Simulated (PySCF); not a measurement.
**Calculated NMR data**

In vacuum, no relativistic terms, fast rotation and ring inversion assumed for equivalent nuclei, a single conformation. Shieldings: GIAO PBE0/pcSseg-1; coordinates at the GFN2-xTB level; PySCF.

δ = σ(ref) − σ, references computed at the same level: 1H (σref 31.72) and 13C (σref 186.93) vs TMS. Splittings of carbon signals by F and P are missing where no couplings were computed. Where no couplings were computed, multiplicities follow the n + 1 count of equivalent neighbours, and m marks all less simple cases (inequivalent or close neighbours, rings, F or P nearby). Shifts are as computed. Against solution values, carbons near 30 ppm lie about +3 ppm off and those near 130 ppm about +5 ppm. Of 1211 compounds with measured shifts, 218 miss one by over three times the rms of a fit or turn the order of signals round; such compounds aren't used in these exercises.

Compound 1 (C₈H₉FOSi). 1H NMR (500 MHz, computed): δ 7.81 (d, 1H), 7.56 (m, 1H), 7.26 (m, 1H), 7.14 (m, 1H), 6.17 (m, 1H), 5.74 (m, 1H), 5.31 (s, 3H). 13C{1H} NMR (computed): δ 162.7, 146.2, 136.6, 134.8, 125.4, 124.4, 121.2, 118.5. Structure: `C=Cc1cccc(F)c1O[SiH3]`.

Compound 2 (C₉H₇N). 1H NMR (500 MHz, computed): δ 6.89 (m, 2H), 6.45 (m, 2H), 5.79 (m, 1H), 5.37 (m, 2H). 13C{1H} NMR (computed): δ 230.9, 127.7, 117.2, 95.5, 82.1, 79.6, 65.7. Structure: `C(=C=C)C#CN1C=CC=C1`.
